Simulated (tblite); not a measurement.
Record of a relaxation.

Compound: C4H9BrCl2Si.
Atom-mapped SMILES: `[CH3:1][CH2:2][C@@H:3]([Cl:4])[Si@:5]([CH3:6])([Cl:7])[Br:8]` (hydrogens: H9, H10, H11 on C1; H12, H13 on C2; H14 on C3; H15, H16, H17 on C6)

Computed with GFN2-xTB (tblite), gas phase: L-BFGS steps from a force-field or distance-geometry start until the largest atomic force falls under 0.01 eV/Å. 11 of its 81 geometries are shown.

Step 0: E = -766.0054 eV, largest atomic force 1.320 eV/Å
```
atom  x, y, z in Å  |  force x, y, z in eV/Å
C1      2.776   -0.080    0.268   -0.202   0.131   0.100
C2      1.447    0.304   -0.414    0.428  -0.198   0.471
C3      0.223   -0.109    0.416    0.578   0.039  -0.300
Cl4     0.150    0.826    1.946    0.097   0.026   0.123
Si5    -1.446    0.105   -0.435    0.053   0.131  -1.301
C6     -2.889   -0.331    0.636   -0.661   0.165   1.131
Cl7    -1.495   -1.134   -2.087    0.095   0.209   0.242
Br8    -1.696    2.198   -1.159    0.095  -0.108   0.080
H9      3.612    0.157   -0.392   -0.120  -0.012   0.085
H10     2.914    0.470    1.207   -0.098  -0.173  -0.282
H11     2.800   -1.151    0.484   -0.014   0.173  -0.032
H12     1.423   -0.199   -1.381   -0.231  -0.051  -0.020
H13     1.447    1.380   -0.594   -0.133   0.017   0.035
H14     0.310   -1.158    0.700    0.183  -0.013   0.123
H15    -2.793   -1.342    1.027   -0.068   0.008  -0.019
H16    -2.964    0.344    1.510   -0.006  -0.337  -0.456
H17    -3.827   -0.268    0.090    0.006  -0.006   0.020
```

Step 8: E = -766.0775 eV, largest atomic force 0.086 eV/Å
```
atom  x, y, z in Å  |  force x, y, z in eV/Å
C1      2.772   -0.078    0.269   -0.026   0.005  -0.009
C2      1.458    0.300   -0.407    0.015   0.005  -0.021
C3      0.235   -0.110    0.399    0.033  -0.020   0.021
Cl4     0.170    0.821    1.941   -0.010   0.048   0.038
Si5    -1.456    0.097   -0.485   -0.006  -0.041  -0.009
C6     -2.903   -0.329    0.656   -0.019  -0.007  -0.016
Cl7    -1.474   -1.131   -2.107    0.034   0.058   0.017
Br8    -1.673    2.204   -1.157    0.054  -0.064   0.020
H9      3.610    0.162   -0.384   -0.041   0.005   0.038
H10     2.898    0.465    1.203   -0.028  -0.012  -0.024
H11     2.800   -1.146    0.485   -0.001   0.030  -0.018
H12     1.395   -0.205   -1.375    0.010   0.023  -0.022
H13     1.434    1.378   -0.583   -0.004  -0.005  -0.027
H14     0.349   -1.149    0.713   -0.009  -0.057  -0.006
H15    -2.810   -1.342    1.037    0.002  -0.010   0.017
H16    -2.970    0.342    1.506    0.040   0.033   0.007
H17    -3.841   -0.268    0.112   -0.042   0.010  -0.006
```

Step 16: E = -766.0836 eV, largest atomic force 0.034 eV/Å
```
atom  x, y, z in Å  |  force x, y, z in eV/Å
C1      2.763   -0.074    0.266   -0.020   0.010  -0.008
C2      1.450    0.299   -0.414   -0.005   0.003  -0.018
C3      0.237   -0.121    0.403    0.014  -0.007   0.016
Cl4     0.175    0.827    1.938   -0.019  -0.001   0.010
Si5    -1.454    0.073   -0.480    0.006   0.009  -0.017
C6     -2.911   -0.331    0.657    0.006   0.000   0.011
Cl7    -1.444   -1.114   -2.126    0.002  -0.029  -0.012
Br8    -1.629    2.183   -1.146    0.009   0.024   0.007
H9      3.604    0.177   -0.377   -0.018   0.010   0.021
H10     2.871    0.465    1.204    0.007  -0.015  -0.008
H11     2.794   -1.142    0.475    0.016   0.020  -0.014
H12     1.388   -0.199   -1.385    0.009  -0.030  -0.014
H13     1.421    1.376   -0.591   -0.014   0.014   0.010
H14     0.365   -1.158    0.721   -0.008  -0.022   0.009
H15    -2.826   -1.339    1.051   -0.011  -0.005   0.014
H16    -2.952    0.353    1.499    0.004   0.005   0.013
H17    -3.858   -0.262    0.127    0.022   0.014  -0.019
```

Step 24: E = -766.0853 eV, largest atomic force 0.042 eV/Å
```
atom  x, y, z in Å  |  force x, y, z in eV/Å
C1      2.759   -0.068    0.263    0.003   0.003   0.004
C2      1.443    0.295   -0.415    0.013  -0.002   0.002
C3      0.234   -0.132    0.405    0.031   0.011   0.026
Cl4     0.164    0.823    1.937   -0.002  -0.031  -0.024
Si5    -1.451    0.065   -0.484    0.009   0.020   0.015
C6     -2.905   -0.327    0.658   -0.024   0.003   0.019
Cl7    -1.435   -1.123   -2.128   -0.012  -0.013  -0.010
Br8    -1.607    2.183   -1.135   -0.001  -0.015  -0.001
H9      3.599    0.199   -0.373   -0.011   0.016  -0.002
H10     2.860    0.462    1.207   -0.003  -0.004   0.005
H11     2.801   -1.138    0.460    0.018   0.003  -0.003
H12     1.387   -0.207   -1.385   -0.011  -0.014  -0.005
H13     1.404    1.372   -0.593   -0.001   0.007   0.004
H14     0.366   -1.168    0.726   -0.005   0.000   0.003
H15    -2.836   -1.335    1.059    0.006  -0.004  -0.024
H16    -2.943    0.358    1.500    0.003   0.015  -0.020
H17    -3.847   -0.248    0.121   -0.012   0.006   0.011
```

Step 32: E = -766.0868 eV, largest atomic force 0.039 eV/Å
```
atom  x, y, z in Å  |  force x, y, z in eV/Å
C1      2.761   -0.059    0.261    0.003   0.001   0.002
C2      1.439    0.287   -0.413    0.003  -0.009   0.014
C3      0.235   -0.148    0.408    0.007   0.015   0.035
Cl4     0.155    0.805    1.941    0.013  -0.022  -0.012
Si5    -1.446    0.057   -0.484   -0.009   0.028  -0.001
C6     -2.906   -0.316    0.655   -0.024  -0.001   0.016
Cl7    -1.442   -1.137   -2.124   -0.006  -0.008  -0.018
Br8    -1.590    2.177   -1.130    0.004  -0.012  -0.018
H9      3.593    0.241   -0.370    0.005   0.008   0.007
H10     2.849    0.455    1.215   -0.003   0.006  -0.007
H11     2.831   -1.130    0.440    0.005   0.000  -0.010
H12     1.380   -0.221   -1.380    0.023   0.013  -0.008
H13     1.389    1.364   -0.594    0.001  -0.011  -0.006
H14     0.369   -1.183    0.729   -0.004   0.001  -0.009
H15    -2.842   -1.326    1.050   -0.019   0.013   0.020
H16    -2.933    0.373    1.495    0.002  -0.024   0.001
H17    -3.850   -0.227    0.123   -0.002   0.003  -0.008
```

Step 40: E = -766.0883 eV, largest atomic force 0.031 eV/Å
```
atom  x, y, z in Å  |  force x, y, z in eV/Å
C1      2.768   -0.047    0.261   -0.007   0.011  -0.005
C2      1.440    0.279   -0.411   -0.015   0.000   0.003
C3      0.237   -0.163    0.410   -0.010   0.003   0.022
Cl4     0.161    0.774    1.953    0.005  -0.009  -0.023
Si5    -1.447    0.050   -0.481   -0.014   0.015  -0.003
C6     -2.916   -0.305    0.656    0.004   0.003   0.020
Cl7    -1.458   -1.150   -2.120    0.002   0.000   0.009
Br8    -1.570    2.166   -1.148    0.001  -0.028   0.001
H9      3.591    0.293   -0.362    0.014  -0.001   0.004
H10     2.838    0.451    1.225    0.003  -0.015   0.004
H11     2.870   -1.120    0.414   -0.008   0.015   0.012
H12     1.389   -0.232   -1.377    0.003   0.000  -0.012
H13     1.378    1.353   -0.596    0.005   0.007   0.002
H14     0.367   -1.201    0.723    0.016  -0.010  -0.022
H15    -2.869   -1.315    1.054   -0.010   0.004  -0.013
H16    -2.929    0.381    1.498   -0.016   0.001  -0.012
H17    -3.858   -0.201    0.123    0.027   0.006   0.013
```

Step 48: E = -766.0892 eV, largest atomic force 0.031 eV/Å
```
atom  x, y, z in Å  |  force x, y, z in eV/Å
C1      2.770   -0.037    0.261   -0.002  -0.001   0.007
C2      1.440    0.276   -0.411   -0.004   0.012  -0.009
C3      0.240   -0.177    0.407   -0.002   0.003   0.004
Cl4     0.166    0.750    1.956    0.000  -0.017  -0.002
Si5    -1.447    0.042   -0.477   -0.007  -0.001  -0.009
C6     -2.920   -0.296    0.661   -0.002   0.005  -0.005
Cl7    -1.467   -1.163   -2.111   -0.002  -0.004   0.016
Br8    -1.558    2.153   -1.160   -0.001  -0.012   0.006
H9      3.591    0.325   -0.351    0.009  -0.008  -0.006
H10     2.830    0.446    1.233   -0.007   0.013   0.011
H11     2.887   -1.109    0.402    0.003  -0.018   0.001
H12     1.394   -0.233   -1.378    0.004  -0.007  -0.017
H13     1.370    1.350   -0.596   -0.001   0.031   0.004
H14     0.376   -1.218    0.707    0.003   0.000   0.005
H15    -2.889   -1.309    1.054   -0.002   0.023   0.003
H16    -2.933    0.391    1.504    0.009  -0.020  -0.013
H17    -3.857   -0.178    0.122    0.003   0.002   0.005
```

Step 56: E = -766.0900 eV, largest atomic force 0.020 eV/Å
```
atom  x, y, z in Å  |  force x, y, z in eV/Å
C1      2.769   -0.028    0.263    0.007  -0.003   0.007
C2      1.442    0.282   -0.416    0.000  -0.001   0.005
C3      0.245   -0.189    0.400   -0.002   0.000   0.007
Cl4     0.169    0.713    1.962   -0.002   0.007   0.009
Si5    -1.447    0.032   -0.474   -0.009  -0.017  -0.005
C6     -2.924   -0.285    0.663    0.001  -0.002   0.010
Cl7    -1.478   -1.191   -2.094    0.000  -0.008  -0.007
Br8    -1.552    2.138   -1.170    0.002   0.010  -0.008
H9      3.595    0.341   -0.339    0.002   0.011  -0.011
H10     2.816    0.447    1.239    0.013   0.011   0.009
H11     2.893   -1.101    0.395   -0.009  -0.016   0.004
H12     1.404   -0.222   -1.385   -0.008   0.009  -0.009
H13     1.364    1.357   -0.592    0.001   0.004   0.005
H14     0.391   -1.232    0.687   -0.010  -0.009  -0.012
H15    -2.909   -1.298    1.055   -0.006   0.000  -0.004
H16    -2.928    0.398    1.508    0.008   0.005  -0.011
H17    -3.859   -0.151    0.122    0.010  -0.001   0.011
```

Step 64: E = -766.0906 eV, largest atomic force 0.040 eV/Å
```
atom  x, y, z in Å  |  force x, y, z in eV/Å
C1      2.770   -0.024    0.265    0.002   0.005  -0.002
C2      1.442    0.290   -0.413   -0.002  -0.001   0.004
C3      0.246   -0.195    0.394   -0.002  -0.004  -0.003
Cl4     0.169    0.687    1.967   -0.013  -0.002   0.005
Si5    -1.447    0.023   -0.479   -0.017  -0.033   0.016
C6     -2.924   -0.280    0.664   -0.008   0.004   0.009
Cl7    -1.486   -1.218   -2.087    0.004   0.009  -0.002
Br8    -1.548    2.126   -1.182    0.000   0.018  -0.022
H9      3.595    0.346   -0.336    0.000  -0.011  -0.013
H10     2.820    0.452    1.241   -0.004  -0.006   0.001
H11     2.890   -1.098    0.397    0.003   0.009  -0.001
H12     1.406   -0.202   -1.390    0.007   0.002   0.001
H13     1.363    1.367   -0.578   -0.008  -0.002   0.013
H14     0.393   -1.243    0.666    0.006   0.003   0.003
H15    -2.924   -1.292    1.058    0.015   0.015  -0.007
H16    -2.914    0.407    1.506    0.003  -0.008  -0.004
H17    -3.860   -0.134    0.129    0.012   0.003   0.002
```

Step 72: E = -766.0915 eV, largest atomic force 0.017 eV/Å
```
atom  x, y, z in Å  |  force x, y, z in eV/Å
C1      2.771   -0.014    0.268   -0.002  -0.005  -0.005
C2      1.439    0.300   -0.404   -0.002   0.004   0.003
C3      0.245   -0.216    0.387    0.003  -0.002   0.000
Cl4     0.152    0.633    1.977   -0.001  -0.003   0.006
Si5    -1.449    0.002   -0.487    0.010  -0.009   0.006
C6     -2.923   -0.263    0.668    0.009   0.000  -0.004
Cl7    -1.498   -1.256   -2.080   -0.001   0.004   0.005
Br8    -1.535    2.096   -1.224    0.001   0.007  -0.012
H9      3.590    0.360   -0.342    0.004   0.000   0.017
H10     2.826    0.457    1.246    0.000   0.000  -0.014
H11     2.895   -1.087    0.394   -0.001  -0.002  -0.004
H12     1.414   -0.167   -1.393   -0.013   0.005   0.007
H13     1.348    1.380   -0.540   -0.004   0.003  -0.006
H14     0.405   -1.267    0.638   -0.005   0.000   0.002
H15    -2.940   -1.275    1.063   -0.001   0.007  -0.003
H16    -2.887    0.422    1.510   -0.005  -0.005  -0.005
H17    -3.860   -0.095    0.142    0.008  -0.004   0.008
```

Step 80: E = -766.0918 eV, largest atomic force 0.009 eV/Å
```
atom  x, y, z in Å  |  force x, y, z in eV/Å
C1      2.771   -0.011    0.267   -0.004  -0.003  -0.001
C2      1.438    0.304   -0.402   -0.003   0.002   0.002
C3      0.246   -0.221    0.387   -0.003   0.001  -0.005
Cl4     0.149    0.614    1.984    0.005   0.004   0.006
Si5    -1.448   -0.002   -0.488    0.006  -0.002   0.001
C6     -2.921   -0.258    0.669    0.003   0.000  -0.002
Cl7    -1.502   -1.267   -2.075    0.001  -0.003   0.002
Br8    -1.529    2.086   -1.242    0.002   0.002  -0.002
H9      3.591    0.367   -0.338   -0.007   0.003  -0.003
H10     2.825    0.457    1.247   -0.003  -0.006   0.000
H11     2.896   -1.085    0.388    0.000  -0.003  -0.001
H12     1.410   -0.157   -1.394    0.004   0.001   0.005
H13     1.342    1.384   -0.531    0.000   0.002   0.000
H14     0.407   -1.274    0.631    0.000   0.003  -0.003
H15    -2.945   -1.270    1.063    0.002  -0.001   0.000
H16    -2.880    0.427    1.512   -0.002   0.002   0.001
H17    -3.857   -0.084    0.144   -0.001  -0.002   0.000
```

Q: Summarise the path.

A: The energy falls by 1.99 kcal/mol from step 0 to step 80; nine tenths of that is first reached at step 15. It falls at every step. The largest force goes from 1.320 to 0.009 eV/Å. Among the bonds Si5–C6 changes most, from 1.849 to 1.891 Å; the atoms move by 0.145 Å rms after alignment.

The cost below is that of the whole relaxation. Hardware: one thread, Arm Neoverse V1 (aarch64), shared host with 64 logical CPUs at a one-minute load of 41. Cost: 0.87 s.
